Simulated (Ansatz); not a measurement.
The cluster ZrAl₆⁺, relaxed as a doublet with UKS B3LYP-D4/def2-SVP in Ansatz, starting from the GFN2-xTB geometry. Force threshold 0.02 eV/Å.

In the def2 sets Zr takes a core potential; there is no spin–orbit coupling. Another isomer (doublet) lies 0.10 eV lower at PBE0-D4/def2-TZVP.

Start:

```xyz
7

Zr   -2.454   -1.922    0.098
Al    2.107   -0.137   -0.650
Al    0.480    1.924   -0.962
Al    1.181    1.155    1.462
Al    0.380   -1.333    0.980
Al   -0.360   -0.523   -1.577
Al   -1.334    0.834    0.650
```

Question: Estimate the energy that the relaxation releases and the steps that it takes.

Answer: 29.5 kcal/mol, in 23 steps; 3.2 min on 4 threads of Arm Neoverse V2 on a shared host. The force fell under the threshold at step 6, but the optimiser went on and released 0.586 eV more. No frequencies were taken in this run, so the end may be a saddle point.

Question: Does the start keep its bonding and symmetry?

Answer: Bonds lost: Al2–Al4, Al3–Al7, Al5–Al6 (atoms count from 1). Bonds formed: Zr1–Al2 (atoms count from 1). Point group C3v at the start, C2v at the end, both within 0.05 Å.

Question: Predict the relaxed structure.

Answer: 
```csv
atom,x (Å),y (Å),z (Å)
Zr1,-1.201,-2.018,-0.296
Al2,1.323,-1.061,-0.944
Al3,1.318,1.575,-0.997
Al4,0.598,1.642,1.469
Al5,0.586,-0.992,1.564
Al6,-0.945,0.391,-1.652
Al7,-1.679,0.463,0.856
```
Bond lengths (bridged metal pairs left out): 9 × Al–Al 2.57 to 2.78 Å; 4 × Al–Zr 2.78 Å.
